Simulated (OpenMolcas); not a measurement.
**W4+: effect of the IPEA shift**

| Property | Result |
| --- | --- |
| Program | OpenMolcas |
| Basis | ANO-RCC-VTZP [8s7p5d3f2g1h] |
| Scalar Hamiltonian | DKH2, point nucleus |
| Active space | 8 electrons in 8 orbitals (RAS1 5p, at most 2 holes; RAS2 5d) |
| State averaging | 2S+1 = 3 even, 10 roots; 2S+1 = 1 even, 15 roots |
| Spin-orbit coupling | RASSI with atomic mean-field integrals over the reference wave functions, term energies averaged over their components |

Methods on the same reference wave functions:
A. RASSCF
B. SS-RASPT2, IPEA 0 Eh, imaginary shift 0.1 Eh (closed shells correlated: 5s)
C. SS-RASPT2, IPEA 0.25 Eh, imaginary shift 0.1 Eh (closed shells correlated: 5s)

Energies in cm-1 above 5d2 3F2, the measured ground level; measured values from the list in J. Phys. B 45, 065001 (2012).

```
         Level      A      B      C  Measured
       5d2 3F2    0.0    0.0    0.0       0.0
       5d2 3F3   6659   6950   6910          
       5d2 3F4  12507  12620  12570     11519
       5d2 3P0  14397  13480  13570     12839
5d2 1D2 [53 %]  15953  14260  14430          
       5d2 3P1  18200  17440  17530     16331
5d2 3P2 [60 %]  25448  24070  24210     22615
       5d2 1G4  25798  24100  23940     22346
       5d2 1S0  47692  44730  44860     43110
```

Deviations, from unrounded energies. A percentage is the sum of absolute deviations over the sum of measured energies, with the sign that they share, or ± where signs differ.

```tsv
Against measurement	Levels	A	B	C
mean absolute deviation (cm-1)	6	2500	1300	1300
fine structure of the ground term (%)	1	+8.6	+9.5	+9.1
other terms of the ground configuration (%)	5	+12.2	+5.6	+5.8
```

B, C lie about equally close to measurement and A furthest from it. The largest miss of B in the table is 5d2 1G4, by +1800 cm-1. The ranking rests on the paired levels alone, and a cruder setting can come out closer through cancelling errors.

Between B and C the level of the table that moves most is 5d2 1D2 [53 %], by 170 cm-1 (lowest in B, highest in C). Moves below CASPT2's spread within the term are not significant.

The mean deviations of B to C differ by less than CASPT2's widest spread within a term (480 cm-1), so their order carries little weight.

From A to B the spin-free energies of the other terms of 5d2 shown, above 3F, scale by factors of 0.71 to 0.91, as is usual when dynamic correlation screens the repulsion within a d or f shell.

The lowest spin-free term lies below A's lowest term by 0.175 hartree in B, 0.171 hartree in C.

CASPT2 breaks the degeneracy within a term, and the mean is taken; among the terms shown or strongly mixed into the levels shown the widest spread is 480 cm-1 (5d2 1G, B). Active for correlation alone: 5p; no level in the range computed is led by a configuration that opens it, so any true level of that kind is missing. Without dynamic correlation excited terms often stand tens of per cent too high (terms of higher spin than the ground term too low), and those without a measured partner can miss by more than the paired ones (holds for A). Computed and measured levels are paired by configuration, term and J; levels that our copy of the source lacks, or whose pairing is in doubt (as where it misses far off the trend of its configuration), stay unpaired and out of the deviations. Levels of configurations outside the active space are missing.

A share in square brackets marks a mixed level and gives the weight of the term that names it, the lowest over the columns.
